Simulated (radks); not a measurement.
Neutral potassium inside a hard spherical wall (all orbitals vanish at R), configuration held at [Ar] 4s1 and not refilled when levels cross. Method: scalar-relativistic Kohn-Sham, PBEsol, spin-polarised, spherical densities, finite nucleus; open shells are filled with parallel spins first; Fermi nuclear charge, rms radius 3.4349 fm; computed with a radial shooting solver on a logarithmic mesh with Libxc functionals. Eigenvalues in eV for spin up, with the zero of energy where the potential of the charges vanishes at infinity; a dash marks a level that is unbound or too diffuse for the functional's potential to be trusted. A positive occupied level is held by the wall or, in an anion where self-interaction has pushed it up, behind a barrier. The pressure on the wall is -dE/dV.

| R (bohr) | E (hartree) | kinetic (hartree) | e(2p) | e(3s) | e(3p) | e(4s) | e(4p, empty) | e(5s, empty) | pressure (GPa) |
|---|---|---|---|---|---|---|---|---|---|
| free | -601.29018 | 604.801 | -279.80 | -35.189 | -18.734 | -2.543 | -0.947 | - | 0 |
| 20 | -601.29018 | 604.801 | -279.80 | -35.189 | -18.733 | -2.543 | -0.945 | 0.058 | < 0.0001 |
| 12 | -601.28923 | 604.809 | -279.71 | -35.093 | -18.639 | -2.477 | -0.743 | 1.670 | 0.0118 |
| 10 | -601.28590 | 604.828 | -279.50 | -34.892 | -18.442 | -2.306 | -0.375 | 3.431 | 0.0743 |
| 7 | -601.25158 | 604.960 | -278.52 | -33.958 | -17.537 | -1.001 | 1.861 | 11.521 | 1.37 |
| 5 | -601.10239 | 605.430 | -276.56 | -32.260 | -15.916 | 3.683 | 8.568 | 31.741 | 15.5 |
| 4 | -600.79400 | 606.452 | -273.56 | -30.043 | -13.728 | 12.031 | 19.112 | 60.060 | 79.1 |
